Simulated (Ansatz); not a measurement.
`CBCC` and `CCBBO` differ in one atom or group.

Ansatz, PBE0-D4/def2-TZVP geometries, multiplicity 1. Each molecule was computed in one conformer, which needn't be the lowest.

```
                                        property  `CBCC`
              HOMO energy (PBE0/def2-TZVPP) / eV   -8.38
           LUMO energy (ωB97M-V/def2-TZVPP) / eV    1.34
              LUMO energy (PBE0/def2-TZVPP) / eV   -0.59
             HOMO energy (B3LYP/def2-TZVPP) / eV   -8.20
               HOMO energy (PBE/def2-TZVPP) / eV   -7.01
size of the dipole moment (B3LYP/def2-TZVPP) / D    0.35
```

Q: Give the same properties after the change, and the shifts. (Estimate.)

A: Computed: 
```
                                        property  `CCBBO`  shift
              HOMO energy (PBE0/def2-TZVPP) / eV    -7.42   0.96
           LUMO energy (ωB97M-V/def2-TZVPP) / eV     0.42  -0.92
              LUMO energy (PBE0/def2-TZVPP) / eV    -1.43  -0.84
             HOMO energy (B3LYP/def2-TZVPP) / eV    -7.25   0.95
               HOMO energy (PBE/def2-TZVPP) / eV    -6.06   0.95
size of the dipole moment (B3LYP/def2-TZVPP) / D     1.89   1.54
```

With PBE0 the HOMO rises by 0.96 eV and the LUMO falls by 0.84 eV, so the gap narrows by about 1.80 eV. PBE moves the HOMO by 0.95 eV and ωB97M-V by 1.00 eV. Dipoles are sizes alone; their direction can turn.

B3LYP here is the variant with VWN-RPA as its local correlation; programs differ in this.
